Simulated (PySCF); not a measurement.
boron atom (B), doublet. Base run: M062X/6-311G** in PySCF.

Geometry (Å):
```xyz
1

B      0.0000     0.0000     0.0000
```
Charge 0, spin multiplicity 2.
Orbitals are unrestricted.
All else is at PySCF's defaults.

Each row names what was changed in the base input (with any setting that the change needs).

| change | E (Eh) | HOMO (eV) | <S^2> |
|---|---|---|---|
| base | -24.64780 | -6.09 | 0.751 |
| functional = lda,vwn | -24.35159 | -4.00 | 0.751 |
| functional = b3lyp | -24.66187 | -5.08 | 0.752 |
| functional = pbe | -24.60779 | -4.05 | 0.752 |
| functional = pbe; dispersion = d3zero | -24.60779 | -4.05 | 0.752 |
| functional = pw6b95 | -24.69570 | -5.25 | 0.752 |
| functional = wb97x_v | -24.65191 | -7.61 | 0.752 |
| functional = wb97m_v | -24.64757 | -7.09 | 0.751 |
| functional = b3lyp5 | -24.64422 | -4.99 | 0.753 |
| functional = tpss | -24.66580 | -4.37 | 0.754 |
| functional = b97m_v | -24.66569 | -3.98 | 0.752 |
| functional = camb3lyp | -24.63865 | -6.69 | 0.753 |
| functional = bp86 | -24.64816 | -4.15 | 0.752 |

Totals shift with the method and basis; they matter in differences.

Open shells are given as the SCF converged; they aren't shown to be the lowest states, and a large step between rows can be another state.
